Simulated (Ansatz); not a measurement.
Ansatz (a quantum-chemistry and plane-wave program) input (CCSD(T)/STO-3G):

Ansatz 0.2 input:
```yaml
crystal:
  periodic: [false, false, false]
  atoms:
    - {symbol: Si, position_ang: [0.00816633, 0.00831225, 0.08175443]}
    - {symbol: C, position_ang: [1.82395228, 0.29334866, -0.27202618]}
    - {symbol: C, position_ang: [-0.69006709, -1.35942665, -1.01960407]}
    - {symbol: C, position_ang: [-0.95928070, 1.59706453, -0.12656638]}
    - {symbol: O, position_ang: [-0.22741011, -0.66223480, 1.58415382]}
    - {symbol: H, position_ang: [1.96341223, 0.67697835, -1.28597433]}
    - {symbol: H, position_ang: [2.39109890, -0.63370815, -0.17426966]}
    - {symbol: H, position_ang: [2.24775852, 1.02368072, 0.42036357]}
    - {symbol: H, position_ang: [-0.59013038, -1.03024721, -2.05775541]}
    - {symbol: H, position_ang: [-1.74344173, -1.53782970, -0.80688689]}
    - {symbol: H, position_ang: [-0.13819298, -2.28975679, -0.89078183]}
    - {symbol: H, position_ang: [-2.02252352, 1.43371115, 0.05639901]}
    - {symbol: H, position_ang: [-0.84069032, 1.99046989, -1.13942382]}
    - {symbol: H, position_ang: [-0.60996538, 2.36228946, 0.56971648]}
basis:
  gaussian:
    orbitals: STO-3G
magnetization: {spin_polarized: true, initial_magnetization: 1}
correlation: {method: ccsd_t, electrons: outside_noble_gas}
```

End of the output:

```
mean field evaluation 96: about -12978.6655 eV, gradient 2.8e-2 eV
mean field evaluation 128: about -12975.3337 eV, gradient 1.3e-3 eV
mean field -12978.66281936 eV, -476.9570613578 hartree, gradient 1.9e-6 eV, S^2 0.754821; 9 other end points of the search recorded, 0 dependent functions left out
determinant -12978.66281936 eV, -476.9570613578 hartree, with singles and doubles -12986.06797329 eV, -477.2291957454 hartree
determinant -12978.56028548 eV, -476.9532933071 hartree, with singles and doubles -12985.95202953 eV, -477.2249348906 hartree
determinant -12975.33367836 eV, -476.8347176827 hartree, with singles and doubles -12982.59832339 eV, -477.1016884634 hartree
determinant -12978.66281936 eV, -476.9570613578 hartree, with singles and doubles -12986.06791864 eV, -477.2291937372 hartree
determinant -12978.56028548 eV, -476.9532933071 hartree, with singles and doubles -12985.95195993 eV, -477.2249323332 hartree
9 core orbitals not correlated
reference -12978.66281936 eV, -476.9570613578 hartree; 16, 15 occupied and 13, 14 virtual orbitals, 503 factors
second order -5.55927752 eV of doubles, -0.00000000 eV of singles
coupled cluster: 0.09 GiB planned
cycle   1  -7.40509580 eV  change    3.5e-6 eV  update   2.0e-6
perturbative correction -0.06607566 eV, -0.0024282358 hartree
Total energy: -12986.13399082 eV, -477.2316218449 hartree
```

It need not be the lowest isomer of its formula.
